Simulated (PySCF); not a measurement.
MgAs: a base run and its variants

Base input, run as `OMP_NUM_THREADS=1 python input.py` with PySCF 2.14:

```python
from pyscf import gto, dft

mol = gto.M(
    atom='Mg 0 0 0; As 0 0 2.53',
    basis='def2-svp',
    charge=0,
    spin=3,
    verbose=4,
)
mf = dft.UKS(mol, xc='hcth407')
mf = mf.density_fit(auxbasis='def2-universal-jkfit')
mf.kernel()
g = mf.nuc_grad_method()
g.grid_response = True
g.kernel()
mf.dip_moment()
print('orbital energies (hartree):', [e[max(0, n-3):n+3].round(4) for e, n in zip(mf.mo_energy, mol.nelec)])
```

Base result: E(SCF) = -2436.774967 Eh, 12 cycles, ⟨S²⟩ = 3.759, μz(SCF) = -0.97 D, gradient on the second atom -0.0173 Eh/bohr. The bond length is a typed value, not an optimised one. No search for the lowest solution was made.

It ran on Intel Xeon 6975P-C (1 thread, shared host) in 3.4 s, peak memory 0.28 GiB.

Each row names what differs from the base; energies in brackets are changes from the base.

| change | result | wall time (s) |
| --- | --- | --- |
| electric field along z (a.u.): none → 0.01; step after the SCF: gradient → analyze | E(SCF) = -2436.777017 Eh (-0.0558 eV), 10 cycles, ⟨S²⟩ = 3.762, μz(SCF) = 2.11 D | 2.4 |
| functional: hcth407 → tpssh | E(SCF) = -2435.518660 Eh, 9 cycles, ⟨S²⟩ = 3.755, μz(SCF) = -1.22 D, gradient on the second atom -0.0138 Eh/bohr | 4.1 |
| functional: hcth407 → 0.5*hf+0.5*b88,lyp | E(SCF) = -2435.543584 Eh, 10 cycles, ⟨S²⟩ = 3.761, μz(SCF) = -1.50 D, gradient on the second atom -0.0125 Eh/bohr | 3 |
| geometry: bond 2.53 → bond 3.795 | E(SCF) = -2436.761891 Eh (+0.3558 eV), 14 cycles, ⟨S²⟩ = 3.773, μz(SCF) = -1.30 D, gradient on the second atom 0.0058 Eh/bohr | 3.7 |
| functional: hcth407 → hse [unsound on purpose] | stops with KeyError ("LibXCFunctional: name 'HSE' not found.") | 0.45 |
| functional: hcth407 → mn15 | E(SCF) = -2435.736689 Eh, 10 cycles, ⟨S²⟩ = 3.757, μz(SCF) = -1.23 D, gradient on the second atom -0.0134 Eh/bohr | 4.1 |
| spin-free X2C: off → on [basis contracted without relativity] | E(SCF) = -2456.484244 Eh, 12 cycles, ⟨S²⟩ = 3.759, μz(SCF) = -0.89 D, gradient on the second atom -0.0163 Eh/bohr | 3.5 |
| step after the SCF: gradient → optimize | E(SCF) = -2436.774967 Eh (+0.0000 eV), 12 cycles, ⟨S²⟩ = 3.759, all at the start geometry; optimised bond 2.726 Å with E = -2436.777787 Eh after 6 steps | 13 |
| functional: hcth407 → wb97x | E(SCF) = -2435.572418 Eh, 11 cycles, ⟨S²⟩ = 3.761, μz(SCF) = -1.21 D, gradient on the second atom -0.0120 Eh/bohr | 3.4 |
| geometry: bond 2.53 → bond 5.06 | E(SCF) = -2436.755260 Eh (+0.5363 eV), 14 cycles, ⟨S²⟩ = 3.757, μz(SCF) = -0.60 D, gradient on the second atom 0.0014 Eh/bohr | 3.5 |
| geometry: bond 2.53 → bond 2.834 | E(SCF) = -2436.777235 Eh (-0.0617 eV), 13 cycles, ⟨S²⟩ = 3.765, μz(SCF) = -1.39 D, gradient on the second atom 0.0051 Eh/bohr | 3.2 |
| functional: hcth407 → olyp | E(SCF) = -2436.192934 Eh, 9 cycles, ⟨S²⟩ = 3.756, μz(SCF) = -0.99 D, gradient on the second atom -0.0169 Eh/bohr | 2.7 |
| step after the SCF: gradient → mp2; SCF type: UKS → UHF; functional: hcth407 → none (Hartree–Fock); frozen orbitals: default → 10 | E(SCF) = -2433.456946 Eh, 12 cycles, E(MP2) − E(SCF) = -0.20973 Eh, ⟨S²⟩ = 3.772, μz(SCF) = -1.97 D | 0.63 |
| integration grid: default → (99, 590) | E(SCF) = -2436.774964 Eh (+0.0001 eV), 12 cycles, ⟨S²⟩ = 3.759, μz(SCF) = -0.97 D, gradient on the second atom -0.0173 Eh/bohr | 4.3 |
| DIIS space: default → off [unsound on purpose] [may be another electronic state] | not converged: SCF after 50 cycles | 9 |
| step after the SCF: gradient → frequency; SCF type: UKS → UHF; functional: hcth407 → none (Hartree–Fock) [not at a minimum] | E(SCF) = -2433.456946 Eh, 12 cycles, ⟨S²⟩ = 3.772, μz(SCF) = -1.97 D, wavenumbers 319 cm⁻¹ | 4.4 |
| basis set: def2-svp → sto-3g | E(SCF) = -2409.309226 Eh, 11 cycles, ⟨S²⟩ = 3.756, μz(SCF) = -4.23 D, gradient on the second atom 0.0059 Eh/bohr | 2.3 |
| charge: 0 → 1; spin (2S): 3 → 4 [another spin of the ion may lie lower] [a high spin state] | E(SCF) = -2436.448742 Eh (+8.8770 eV), 11 cycles, ⟨S²⟩ = 6.006, gradient on the second atom -0.0364 Eh/bohr | 3 |
| smearing width (hartree): none → 0.005; step after the SCF: gradient → none [smearing does not keep the typed spin] | E(SCF) = -2436.748087 Eh (+0.7314 eV), μz(SCF) = -3.93 D | 3.4 |
| density fitting: def2-universal-jkfit → none | E(SCF) = -2436.774925 Eh (+0.0011 eV), 12 cycles, ⟨S²⟩ = 3.759, μz(SCF) = -0.97 D, gradient on the second atom -0.0173 Eh/bohr | 3.5 |
| DIIS space: default → 4 | E(SCF) = -2436.774967 Eh (+0.0000 eV), 12 cycles, ⟨S²⟩ = 3.759, μz(SCF) = -0.97 D, gradient on the second atom -0.0173 Eh/bohr | 3.2 |

Question: Order these changes by how far they move the SCF energy from the base, largest first: (1) electric field along z (a.u.): none → 0.01; step after the SCF: gradient → analyze; (2) geometry: bond 2.53 → bond 2.834; (3) geometry: bond 2.53 → bond 3.795; (4) geometry: bond 2.53 → bond 5.06.

Answer: (4) +0.5363 eV, (3) +0.3558 eV, (2) -0.0617 eV, (1) -0.0558 eV.
